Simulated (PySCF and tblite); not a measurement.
Values are calculated unless marked as measured or tabulated.
C4H7N3O, numbered as in [CH3:1][CH2:2][O:3][c:4]1[n:5][cH:6][nH:7][n:8]1. Search: ETKDG and KDG, MMFF94s, GFN2-xTB, 90 starts; geometries at GFN2-xTB. Weights use CAM-B3LYP-D3(BJ)/pcSseg-1 (IEF-PCM, tetrahydrofuran) energies plus GFN2-xTB zero-point and thermal terms (modes under about 100 cm⁻¹ blended into free rotors). Symmetry numbers and mirror images are counted. Conformers within 2.5 kcal/mol (GFN2-xTB free energy) were kept, 4 at most. GIAO shieldings: CAM-B3LYP/pcSseg-1 (IEF-PCM, tetrahydrofuran). Shifts are against TMS (¹H), TMS (¹³C) at the same level. Run with PySCF (density fitting) and tblite.

Torsions listed: C1–C2–O3–C4, C2–O3–C4–N5. Of a mirror pair one member is shown.

```tsv
conformer	shape	point group	mirror pair	ΔE(DFT)	Δ(G−E) at 298.15 K	δ H2 (ppm)
1	180°, 180°	Cs	no	0.00	0.00	4.35
2	75°, -179°	C1	yes	0.68	0.34	4.67
3	180°, 0°	Cs	no	0.68	-0.04	4.47
4	76°, 3°	C1	yes	1.01	0.36	4.75
```

Energies in kcal/mol; the thermal term leaves out symmetry numbers and mirror images.

Task: Work out the weights at 298.15 K and the ¹H shift of H2 under fast exchange.

Result: RT = 0.592 kcal/mol. Each conformer gets RT ln(σ/g), with σ the rotational symmetry number and g = 2 for a mirror pair: 1: σ = 1, g = 1, G = 0.00 + 0.00 + 0.00 = 0.00, 0.00 above the lowest, exp(−ΔG/RT) = 1.000; 2: σ = 1, g = 2, G = 0.68 + 0.34 − 0.41 = 0.61, 0.61 above the lowest, exp(−ΔG/RT) = 0.356; 3: σ = 1, g = 1, G = 0.68 − 0.04 + 0.00 = 0.65, 0.65 above the lowest, exp(−ΔG/RT) = 0.337; 4: σ = 1, g = 2, G = 1.01 + 0.36 − 0.41 = 0.96, 0.96 above the lowest, exp(−ΔG/RT) = 0.199. The sum is 1.892, so the weights are 52.9, 18.8, 17.8, 10.5 %. The averaged shift is 4.47 ppm. At 298.15 K the leading conformer alone gives 4.35 ppm and bare DFT energies give 4.47 ppm.
